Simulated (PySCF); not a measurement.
Compound: C5H7F3.
SMILES: `F[C@@H]1CCCC1(F)F`

The closed-shell ground state was solved at several levels (PySCF, density fitting, gas phase, non-relativistic). The structure is a single PBE0-D3(BJ)/def2-SVP conformer in the gas phase; no vibrational or solvent corrections.

```
         level  basis functions  HOMO (eV)  LUMO (eV)  gap (eV)  dipole (D)
B97-2/pcSseg-1              171      -8.71       1.27      9.98        2.37
 PBE0/pcSseg-1              171      -8.98       1.27     10.25        2.37
   B3LYP/pcJ-1              286      -8.73       0.99      9.72        2.37
```

Question: Estimate the row for wB97X-D/def2-SVPD, a basis of 225 functions; the other rows only guide the guess.

Answer: HOMO -11.04 eV, LUMO 2.29 eV, gap 13.33 eV, dipole 2.55 D.

Question: Over all these levels, which gives the widest orbital gap and which the narrowest?

Answer: wB97X-D/def2-SVPD (range-separated hybrid) has the widest, 13.33 eV, and B3LYP/pcJ-1 (global hybrid, 20 % exact exchange) the narrowest, 9.72 eV. Functional and basis both differ between the two, so the spread mixes both effects.

Question: How far do the dipole and the HOMO energy spread over the levels?

Answer: The dipole runs from 2.37 to 2.55 D (mean 2.42 D) and the HOMO from -11.04 to -8.71 eV.
